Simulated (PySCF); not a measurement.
ClHOTe. Atoms are numbered in the order given.

```xyz
4

Te     0.0489    -0.2449     0.4687
Cl     0.1789     1.6034    -0.9976
O     -0.5140    -1.6187    -0.8109
H     -1.4720    -1.5752    -0.9251
```

Geometry optimised at B3LYP-D3(BJ)/def2-TZVP. The def2 effective core potentials stand for the cores of Te; spin–orbit coupling is left out. The values are those of a single conformer.

Calculation: CAM-B3LYP/def2-TZVPD (PySCF).

Gas-phase values at a fixed geometry.

```
Quantity                                                                                                       Result
---------------------------------------------------------------------------------------------  ----------------------
total energy                                                                                       -804.10049 hartree
highest occupied level                                                                                       -7.84 eV
lowest empty level                                                                                           -1.46 eV
orbital gap                                                                                                   6.38 eV
dipole moment                                                                                               0.470 e·Å
quadrupole, principal values (traceless, Buckingham form, about the centre of nuclear charge)  -6.11, -0.12, 6.24 D·Å
mean static polarisability                                                                       59.7 bohr³ (8.85 Å³)
polarisability, principal values                                                               50.2, 55.2, 73.8 bohr³
```
